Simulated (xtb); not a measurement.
BrSi, doublet, geometry from GFN2-xTB; GFN2-xTB in xtb 6.7.1.

The xtb input:
```
$ xtb mol.xyz --gfn 2 --uhf 1 --ohess --json

# file mol.xyz
2

Si    -0.00000000    -0.00000000    -1.67392232
Br     0.00000000     0.00000000     0.66956893
```

Problem. Predict the main parts of the log of this xtb run.

Solution. 
```
   ID    Z sym.   atoms
    1   14 Si     1
    2   35 Br     2

           -------------------------------------------------
          |                Calculation Setup                |
           -------------------------------------------------

           -------------------------------------------------
          |                 G F N 2 - x T B                 |
           -------------------------------------------------

          ...................................................
          :                      SETUP                      :
          :.................................................:
          :  # basis functions                  20          :
          :  # atomic orbitals                  18          :
          :  # shells                            6          :
          :  # electrons                        11          :
          :  max. iterations                   250          :
          :  Hamiltonian                  GFN2-xTB          :
          :  restarted?                      false          :
          :  GBSA solvation                  false          :
          :  PC potential                    false          :
          :  electronic temp.          300.0000000     K    :
          :  accuracy                    1.0000000          :
          :  -> integral cutoff          0.2500000E+02      :
          :  -> integral neglect         0.1000000E-07      :
          :  -> SCF convergence          0.1000000E-05 Eh   :
          :  -> wf. convergence          0.1000000E-03 e    :
          :  Broyden damping             0.4000000          :
          :  net charge                          0          :
          :  unpaired electrons                  1          :
          ...................................................

 iter      E             dE          RMSdq      gap      omega  full diag
   1     -5.7644977 -0.576450E+01  0.740E+00    0.00       0.0  T
   2     -5.7658899 -0.139221E-02  0.454E+00    0.00       1.0  T
   3     -5.7643940  0.149590E-02  0.263E+00    0.00       1.0  T
   4     -5.6486539  0.115740E+00  0.115E+01    0.00       1.0  T
   5     -5.5070668  0.141587E+00  0.146E+01    0.00       1.0  T
   6     -5.6903629 -0.183296E+00  0.105E+01    0.00       1.0  T
   7     -5.7589461 -0.685832E-01  0.341E+00    0.00       1.0  T
   8     -5.7660439 -0.709782E-02  0.936E-01    0.00       1.0  T
   9     -5.7669303 -0.886401E-03  0.990E-01    0.00       1.0  T
  10     -5.7670060 -0.756693E-04  0.138E+00    0.00       1.0  T
  11     -5.7670220 -0.159857E-04  0.747E-01    0.00       1.0  T
  12     -5.7670216  0.354758E-06  0.526E-01    0.00       1.0  T
  13     -5.7670037  0.178683E-04  0.253E-01    0.00       1.0  T
  14     -5.7669919  0.118475E-04  0.182E-01    0.00       1.0  T
  15     -5.7669920 -0.616814E-07  0.170E-01    0.00       1.0  T
  16     -5.7669984 -0.648668E-05  0.151E-01    0.00       1.0  T
  17     -5.7670188 -0.203532E-04  0.755E-02    0.00       1.0  T
  18     -5.7670248 -0.603524E-05  0.306E-02    0.00       2.3  T
  19     -5.7670261 -0.121743E-05  0.566E-03    0.00      12.5  T
  20     -5.7670261 -0.464658E-07  0.979E-04    0.00      72.3  T
  21     -5.7670261 -0.746748E-09  0.124E-04    0.00     569.3  T

   *** convergence criteria satisfied after 21 iterations ***

         :::::::::::::::::::::::::::::::::::::::::::::::::::::
         ::                     SUMMARY                     ::
         :::::::::::::::::::::::::::::::::::::::::::::::::::::
         :: total energy              -5.764199637248 Eh    ::
         :: gradient norm              0.000000063200 Eh/a0 ::
         :: HOMO-LUMO gap              0.000000369049 eV    ::
         ::.................................................::
         :: SCC energy                -5.767026101923 Eh    ::
         :: -> isotropic ES            0.009388654522 Eh    ::
         :: -> anisotropic ES          0.000669763686 Eh    ::
         :: -> anisotropic XC         -0.001210667465 Eh    ::
         :: -> dispersion             -0.000987302174 Eh    ::
         :: repulsion energy           0.002826464675 Eh    ::
         :: add. restraining           0.000000000000 Eh    ::
         :: total charge              -0.000000000000 e     ::
         :::::::::::::::::::::::::::::::::::::::::::::::::::::

      -----------------------------------------------------------
     |                   =====================                   |
     |                        A N C O P T                        |
     |                   =====================                   |
     |               Approximate Normal Coordinate               |
     |                Rational Function Optimizer                |
      -----------------------------------------------------------
      -----------------------------------------------------------
     |                   =====================                   |
     |                        A N C O P T                        |
     |                   =====================                   |
     |               Approximate Normal Coordinate               |
     |                Rational Function Optimizer                |
      -----------------------------------------------------------

          ...................................................
          :                      SETUP                      :
          :.................................................:
          :   optimization level            normal          :
          :   max. optcycles                   200          :
          :   ANC micro-cycles                  20          :
          :   degrees of freedom                 1          :
          :.................................................:
          :   RF solver                   davidson          :
          :   write xtbopt.log                true          :
          :   linear (good luck)              true          :
[...]
 * total energy  :    -5.7641996 Eh     change       -0.5043965E-11 Eh
   *** GEOMETRY OPTIMIZATION CONVERGED AFTER 1 ITERATIONS ***
         :: total energy              -5.764199637258 Eh    ::
[...]
        15                          0.0727293               1.9791
        16                          0.1177336               3.2037
        17                          0.1177336               3.2037
        18                          0.6342144              17.2579
      -------------------------------------------------------------
                  HL-Gap            0.0000000 Eh            0.0000 eV
             Fermi-level           -0.3028907 Eh           -8.2421 eV

     #   Z          covCN         q      C6AA      α(0)
     1  14 Si       0.816     0.365   225.766    32.653
     2  35 Br       0.816    -0.365   195.057    22.518

 Mol. C6AA /au·bohr⁶  :        823.794422
 Mol. C8AA /au·bohr⁸  :      55581.353257
 Mol. α(0) /au        :         55.170627

Wiberg/Mayer (AO) data.
largest (>0.10) Wiberg bond orders for each atom

 ---------------------------------------------------------------------------
     #   Z sym  total        # sym  WBO       # sym  WBO       # sym  WBO
 ---------------------------------------------------------------------------
     1  14 Si   1.191 --     2 Br   1.191
     2  35 Br   1.191 --     1 Si   1.191
 ---------------------------------------------------------------------------

Topologies differ in total number of bonds
Writing topology from bond orders to xtbtopo.mol

molecular dipole:
                 x           y           z       tot (Debye)
Molecule has the following symmetry elements: (Cinf) (sigma)
It seems to be the Cinfv point group
 q only:       -0.000      -0.000      -1.615
   full:       -0.000      -0.000      -1.568       3.984
molecular quadrupole (traceless):
                xx          xy          yy          xz          yz          zz
 q only:       -1.532       0.000      -1.532       0.000       0.000       3.065
  q+dip:       -0.104       0.000      -0.104       0.000       0.000       0.208
   full:        0.172       0.000       0.172       0.000       0.000      -0.343

           -------------------------------------------------
          |               Frequency Printout                |
           -------------------------------------------------
 vibrational frequencies (cm⁻¹)
eigval :        0.00     0.00     0.00     0.00     0.00   296.75
 reduced masses (amu)
   1: 66.43   2: 66.43   3: 66.43   4: 41.56   5: 41.56   6: 41.56
 IR intensities (km·mol⁻¹)
   1:  0.00   2:  0.00   3:  0.00   4:  5.84   5:  5.76   6: 27.67
 Raman intensities (Ä⁴*amu⁻¹)
   1:  0.00   2:  0.00   3:  0.00   4:  0.00   5:  0.00   6:  0.00
 output can be read by thermo (or use thermo option).
 writing <g98.out> molden fake output.
 recommended (thermochemical) frequency scaling factor: 1.0
           -------------------------------------------------
          |             Thermodynamic Functions             |
           -------------------------------------------------

cin symmetry found (for desy threshold:  0.10E+00) used in thermo

          ...................................................
          :                      SETUP                      :
          :.................................................:
          :  # frequencies                           1      :
          :  # imaginary freq.                       0      :
          :  linear?                              true      :
          :  only rotor calc.                    false      :
          :  symmetry                              cin      :
          :  rotational number                       1      :
          :  scaling factor                  1.0000000      :
          :  rotor cutoff                   50.0000000 cm⁻¹ :
          :  imag. cutoff                  -20.0000000 cm⁻¹ :
          :.................................................:

    mode    ω/cm⁻¹     T·S(HO)/kcal·mol⁻¹    T·S(FR)/kcal·mol⁻¹   T·S(vib)
   ------------------------------------------------------------------------
       1    296.75    -0.42790 ( 99.92%)    -0.52877 (  0.08%)    -0.42798
   ------------------------------------------------------------------------

   temp. (K)  partition function   enthalpy   heat capacity  entropy
                                   cal/mol     cal/K/mol   cal/K/mol   J/K/mol
 298.15  VIB   1.31                  266.221      1.679      1.436
         ROT  0.140E+04              592.502      1.987     16.388
         INT  0.184E+04              858.722      3.667     17.823
         TR   0.109E+28             1481.254      4.968     39.929
         TOT                        2339.9762     8.6347    57.7521   241.6347

       T/K    H(0)-H(T)+PV         H(T)/Eh          T*S/Eh         G(T)/Eh
   ------------------------------------------------------------------------
    298.15    0.372899E-02    0.440502E-02    0.274399E-01   -0.230349E-01
   ------------------------------------------------------------------------

         :::::::::::::::::::::::::::::::::::::::::::::::::::::
         ::                  THERMODYNAMIC                  ::
         :::::::::::::::::::::::::::::::::::::::::::::::::::::
         :: total free energy          -5.787234490252 Eh   ::
         ::.................................................::
         :: total energy               -5.764199637258 Eh   ::
         :: zero point energy           0.000676035218 Eh   ::
         :: G(RRHO) w/o ZPVE           -0.023710888213 Eh   ::
         :: G(RRHO) contrib.           -0.023034852994 Eh   ::
         :::::::::::::::::::::::::::::::::::::::::::::::::::::

optimized geometry written to: xtbopt.xyz

           -------------------------------------------------
          | TOTAL ENERGY               -5.764199637258 Eh   |
          | TOTAL ENTHALPY             -5.759794612544 Eh   |
          | TOTAL FREE ENERGY          -5.787234490252 Eh   |
          | GRADIENT NORM               0.000000707029 Eh/α |
          | HOMO-LUMO GAP               0.000000412783 eV   |
           -------------------------------------------------

normal termination of xtb
```
